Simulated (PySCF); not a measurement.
## NiF₄, triplet: data card

Computed with UB3LYP/[Ni def2-SVP, F def2-SVP], no relativity, density fitting, PySCF.

The structure is a minimum.

Coordinates in bohr (charge 0 multiplicity 3):
```
Ni    0.0000    0.0000    0.0000
F     0.0000    3.0359   -1.1486
F     0.0000   -3.0359   -1.1486
F     3.0359    0.0000    1.1486
F    -3.0359    0.0000    1.1486
```

| Quantity | Value |
| --- | --- |
| Point group | D2d |
| Bond lengths | Ni–F 1.718 Å (×4) |
| Bond angles | F–Ni–F 97.2° (×4), F–Ni–F 138.6° (×2) |
| Enthalpy at 298.15 K above 0 K | 18.91 kJ/mol |
| Lowest empty level (α) | -7.72 eV |
| Zero-point energy | 21.6 kJ/mol |
| Atomisation energy without zero-point energy | 1224 kJ/mol |
| Principal polarisabilities | 19.0, 38.0, 38.0 bohr³ |
| Rotational constants | 0.1336, 0.1336, 0.08595 cm⁻¹ |
| Rotational symmetry number | 4 |
| Highest occupied level (β) | -11.17 eV |
| Entropy at 298.15 K and 1 bar (electronic part: spin only) | 333.2 J/(mol K) |
| Dipole moment | 0.00 D |
| Principal quadrupole moments (Buckingham, traceless) about the centre of mass | -2.30, -2.30, 4.59 D Å |
| Spin squared ⟨S²⟩ | 2.022 |
| Heat capacity Cp at 298.15 K | 86.9 J/(mol K) |

Harmonic modes (masses in u: Ni 57.935, F 18.998):
| symmetry | ω (cm⁻¹) | IR (km/mol, summed over degenerate members) | μ (u) | type |
| --- | --- | --- | --- | --- |
| a1 | 92 | 0.0 | 19.00 | bend |
| b2 | 172 | 32.0 | 27.51 | bend |
| e | 217 | 13.1 | 21.76 | bend |
| b1 | 255 | 0.0 | 19.00 | bend |
| b2 | 603 | 14.1 | 20.47 | stretch |
| a1 | 617 | 0.0 | 19.00 | stretch |
| e | 718 | 112 | 25.48 | stretch |

In D2d the vibrations span 2a1 + 2b2 + 2e + b1. The a1, b1 modes carry no infrared intensity, as symmetry demands.

Charges (e):
```tsv
atom	Mulliken	Löwdin	polar tensor	spin (Mulliken)	Mayer order to Ni1
Ni1	1.10	0.69	1.34	1.20	–
F2,3,4,5	-0.28	-0.17	-0.34	0.20	0.92
```

Mulliken populations on Ni1: s 6.36, p 12.57, d 7.97, f 0.00.

Formally Ni is in oxidation state +4, d6, with 2 unpaired electrons (the high-spin count would be 4). The Mulliken spin on Ni is 1.20. The polar-tensor charge on Ni, 1.34, is far below the formal one.

Other isomers or separated fragments may lie lower. With open d or f shells other occupations or spin states may lie lower. At this level a quintet minimum of D2d symmetry lies 9 kJ/mol below this structure.

The final relaxation and frequency run took 110 s on 2 threads of a shared Arm Neoverse N1 host, with 87 basis functions and 10 gradients; the process peaked at 1.3 GiB. Launch command: `OMP_NUM_THREADS=2 python axn.py task.json out`.
